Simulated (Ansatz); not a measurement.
Born–Oppenheimer molecular dynamics of C₂H₇BN (11 atoms, charge 1, multiplicity 1). It starts from a relaxed structure.

All numbers below come from UKS BLYP/STO-3G in Ansatz.

```
ensemble        : NVT, Langevin thermostat
time step       : 0.25 fs
steps asked     : 218
set temperature : 2000 K
friction        : 0.02 /fs
seed            : 677950
```

First frame:

```xyz
11
Properties=species:S:1:pos:R:3
B -1.571 0.803 0.245
C -0.338 0.173 0.055
C 0.773 0.089 1.128
N 0.061 -0.521 -1.273
H -2.590 1.345 0.458
H 0.435 0.600 2.054
H 1.705 0.592 0.782
H 1.001 -0.971 1.387
H -0.705 -0.472 -2.020
H 0.944 -0.077 -1.697
H 0.286 -1.561 -1.119
```

(1) What does the run give?

(2) What happens to the structure?

(3) How do temperature and energy run in time?

Results:

(1) All steps were run.

- steps done: 218
- time covered: 54.5 fs
- mean temperature over the second half: 1749 K
- spread of the potential energy over the second half: 29.9 meV per atom
- mean potential energy of the second half above the start: 202.7 meV per atom

The mean temperature of the second half is 13 % below the set value. A run of 0.054 ps of so small a system gives no equilibrium averages. Limits of this set-up: minimal basis, the dipole of an ion depends on the origin.

(2) The same pairs are bonded in the first frame and the last. Pairs count as bonded within 1.25 times the sum of covalent radii (0.12 Å more for H–H). The details hang on the random start.

(3) 
```
time (fs)  T (K)  potential energy less start (eV)
      0.0   1818                             0.000
      2.5    989                             1.269
      5.0   1320                             0.891
      7.5    559                             2.107
     10.0   1424                             0.789
     12.5    921                             1.460
     15.0   1443                             0.986
     17.5    973                             1.914
     20.0   1540                             1.310
     22.5   1329                             1.365
     25.0   1066                             2.292
     27.5   1235                             2.404
     30.0   1845                             1.943
     32.5   1680                             1.713
     35.0   1383                             1.921
     37.5   1386                             2.267
     40.0   1521                             2.237
     42.5   1907                             2.388
     45.0   1912                             2.670
     47.5   1760                             2.593
     50.0   1730                             2.612
     52.5   2323                             1.836
```

The run took 7.1 min on 1 thread of Arm Neoverse V2 (shared host), peak memory 0.1 GiB.
